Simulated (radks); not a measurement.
All-electron atom: Yb+ in [Xe] 4f14 6s1.

All-electron calculation, scalar-relativistic Kohn-Sham, PBE, spin-polarised, spherical densities, finite nucleus; open shells are filled with parallel spins first (spin-orbit coupling, left out, can overturn this in heavy ions); Fermi nuclear charge, rms radius 5.3108 fm; hard spherical wall at 4 bohr. Program: a radial shooting solver on a logarithmic mesh with Libxc functionals.

Energy parts (eV):
| part | energy |
|---|---|
| total | -382526.27 |
| kinetic | 416806.54 |
| electron-nucleus | -941390.62 |
| Hartree | 150025.19 |
| exchange-correlation | -7967.39 |

Orbitals (lengths in bohr, moments of r in powers of bohr; <r^-3> diverges for s and p1/2; r(90%) holds 90 % of the orbital's charge):
orbital,occ.,eigenvalue (eV),r(90%),<1/r>,<r^-3>,<r^2>
1s up,1,-61229.95,0.0357,80.62,-,0.0005300
1s down,1,-61229.92,0.0357,80.62,-,0.0005300
2s up,1,-10376.77,0.129,18.80,-,0.008211
2s down,1,-10376.75,0.129,18.80,-,0.008211
2p up,3,-9147.200,0.121,17.26,15970,0.006714
2p down,3,-9147.183,0.121,17.26,15970,0.006714
3s up,1,-2341.150,0.318,6.945,-,0.05369
3s down,1,-2341.145,0.318,6.945,-,0.05369
3p up,3,-1970.360,0.323,6.466,3484,0.05419
3p down,3,-1970.355,0.323,6.466,3484,0.05419
3d up,5,-1518.559,0.305,6.123,458.0,0.04510
3d down,5,-1518.551,0.305,6.123,458.0,0.04510
4s up,1,-462.8893,0.701,2.935,-,0.2689
4s down,1,-462.8829,0.701,2.935,-,0.2688
4p up,3,-341.1726,0.754,2.677,789.9,0.3058
4p down,3,-341.1615,0.754,2.678,790.0,0.3057
4d up,5,-180.8757,0.843,2.366,87.35,0.3646
4d down,5,-180.8527,0.843,2.366,87.37,0.3645
4f up,7,-6.0941,1.39,1.729,12.25,0.8299
4f down,7,-6.0050,1.37,1.735,12.31,0.8139
5s up,1,-58.3525,1.76,1.092,-,1.662
5s down,1,-58.1867,1.76,1.094,-,1.654
5p up,3,-31.1014,2.15,0.8951,93.06,2.393
5p down,3,-30.8011,2.13,0.9004,94.24,2.360
5d up,0,-1.6579,2.90,0.6050,4.775,4.495
5d down,0,-0.8947,2.89,0.6128,4.980,4.418
6s up,1,-0.3345,3.22,0.5295,-,6.367
6s down,0,0.7858,3.22,0.5292,-,6.367
6p up,0,9.9210,3.31,0.5459,43.89,6.708
6p down,0,10.9537,3.31,0.5417,42.98,6.739
7s up,0,48.1094,3.50,0.6131,-,6.667
7s down,0,48.8358,3.49,0.6152,-,6.645

The highest occupied level is 6s up at -0.334 eV. The configuration is held as typed, so some empty levels lie below it. Summed over all electrons, <r^2> = 42.41 bohr^2, which gives a Langevin (diamagnetic) susceptibility term of -33.6 x 10^-6 cm^3/mol. The electron density at the nucleus is 1.085e+06 e/bohr^3 (large components only). The spin density at the nucleus is 131.1 e/bohr^3 (1s 0.5, 2s 0.1, 3s 0.2, 4s -0.1, 5s -1.5, 6s 131.9). The pressure on the wall is 64.9 GPa. The density falls to 0.001 e/bohr^3 at r = 3.57 bohr.
